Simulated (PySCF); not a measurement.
Write Cartesian coordinates for InChI=1S/C6H4N2/c7-4-6-2-1-3-8-5-6/h1-3,5H as optimised with GFN2-xTB.

```
atom  x, y, z in Å
N1     3.381    0.874   -0.079
C2     2.282    0.550   -0.053
C3     0.928    0.146   -0.022
C4    -0.106    1.084   -0.004
C5    -1.410    0.623    0.025
C6    -1.628   -0.748    0.036
N7    -0.651   -1.641    0.018
C8     0.593   -1.213   -0.010
H9     0.118    2.140   -0.012
H10   -2.240    1.312    0.039
H11   -2.629   -1.155    0.059
H12    1.363   -1.973   -0.024
```

Orientation and origin are arbitrary. Atoms count from 1 in this order. The C–N distances run from 1.146 Å (N1≡C2, drawn triple) to 1.323 Å (C6–N7, aromatic), a spread of 0.177 Å. The 8 heavy atoms lie in one plane (0.000 Å rms). The 6-membered ring C3–C4–C5–C6–N7–C8 has internal angles of 118.3° to 123.4°; it is planar, 0.00 Å rms from its mean plane, widest ring torsion 0°. The C–C distances run from 1.383 Å (C4–C5, aromatic) to 1.413 Å (C2–C3, drawn single), a spread of 0.030 Å.

Bonds between heavy atoms (Å): N1≡C2 1.146, C2–C3 1.413, C3–C4 1.396, C4–C5 1.383, C5–C6 1.389, C6–N7 1.323, N7–C8 1.316, C3–C8 1.400.

The geometry is computed with GFN2-xTB (gas phase).

Point group: Cs (tolerance 0.08 Å). Not checked by GFN2-xTB frequencies.
